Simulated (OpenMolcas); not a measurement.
A calculation on Si III.

```yaml
Program: OpenMolcas
Method: "SS-CASPT2, IPEA 0.25 Eh, imaginary shift 0.1 Eh (closed shells correlated: 2s 2p)"
Basis: ANO-RCC-VQZP [6s5p3d2f1g]
Scalar_Hamiltonian: DKH2, point nucleus
Active_space: 2 electrons in 4 orbitals (3s 3p)
State_averaging: 2S+1 = 3 even, 3 roots; 2S+1 = 1 even, 7 roots; 2S+1 = 3 odd, 3 roots; 2S+1 = 1 odd, 3 roots
Spin-orbit_coupling: RASSI with atomic mean-field integrals over the reference wave functions, term energies averaged over their components
```

Question: Which level of the active space comes out lowest?

Answer: 3s² ¹S₀, with 100 % of that term; it is also the measured ground level.

Question: How high does 3p² ³P₀ lie?

Answer: 129574 cm⁻¹ above the lowest level; measured 129708 cm⁻¹ above the ground level, so the calculation is off by 0 %.

Question: How high does 3s 3p ³P°₀ lie?

Answer: 52072 cm⁻¹ above the lowest level; measured 52725 cm⁻¹ above the ground level, so the calculation is off by -1 %.

Question: How high does 3s 3p ¹P°₁ lie?

Answer: 84627 cm⁻¹ above the lowest level; measured 82884 cm⁻¹ above the ground level, so the calculation is off by +2 %.

Question: The level at 129792 cm⁻¹ has J = 2. What is it made of, and what is its g factor?

Answer: 67 % 3p² ³P₂, 33 % 3p² ¹D; g = 1.335, against 1.501 from Landé's formula for the pure leading term.

Measured values: NIST levels in Kelleher and Podobedova, J. Phys. Chem. Ref. Data 37, 1285 (2008).

Over all roots computed the reference weight is 0.92 to 0.99; the roots of lowest weight are the least certain, and an intruder state may touch them. The ¹D term of p² mixes with s d, which this space lacks. Computed and measured levels are paired by configuration, term and J; levels that our copy of the source lacks, or whose pairing is in doubt (as where it misses far off the trend of its configuration), stay unpaired and out of the deviations. Levels of configurations outside the active space are missing.

° marks odd parity.
